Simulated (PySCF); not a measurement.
Te(F)(Et), SMILES C([Te]F)C at its PBE0/def2-SVP optimised geometry (Å):

```
9

Te    -1.8834    -0.4432     0.0000
F     -1.9478     1.5085     0.0000
C      0.2699    -0.4432     0.0000
C      0.8496     0.3866     1.1273
H      0.5806    -0.0769    -0.9889
H      0.5486    -1.5085     0.0645
H      0.5972    -0.0334     2.1122
H      0.4602     1.4144     1.0881
H      1.9478     0.4348     1.0434
```

Method: PBE0/def2-TZVP, def2 effective core potentials past Kr run with PySCF. The core electrons that the potentials of Te replace are not part of the density. Cells within 0.4 Å of a nucleus heavier than hydrogen are left out (blank, or x).

Map of the electrostatic potential (hartree/e), clipped to [-0.08, 0.12] on the plane z = 0.0 Å:

```
|211111111112222222222333333|
|111111111111222222223333333|
|111110001111222222233333333|
|111000000011122222333333333|
|110000000001122233333333333|
|110000221001122333333333333|
|110006999201123333333333333|
|110039xx9811233333333333333|
|211169xx9922234443333333333|
|222279xx9943344544433333333|
|334599999975556665444443333|
|346999999999899997554444333|
|458999999999999999654444333|
|469999999999999999654444333|
|469999xxx9999xxx99644443333|
|469999xxx9999xxx99644433333|
|459999999999999999544433333|
|457999999999999999544333333|
|446899999999999999544333333|
|345699999998899999544333333|
|344568999987689997544333333|
|334456777766667765444333333|
|334445556555555554444333333|
|333444455555444444443333333|
|333344444444444444433333333|
|333334444444444444333333333|
|333333444444444433333333333|
```
Scale: ten equal steps from -0.053 (start of '0') to 0.120 (end of '9'), in the order '0123456789'; x runs from -4.00 to 4.00, y from -4.00 (bottom) to 4.00 (top).
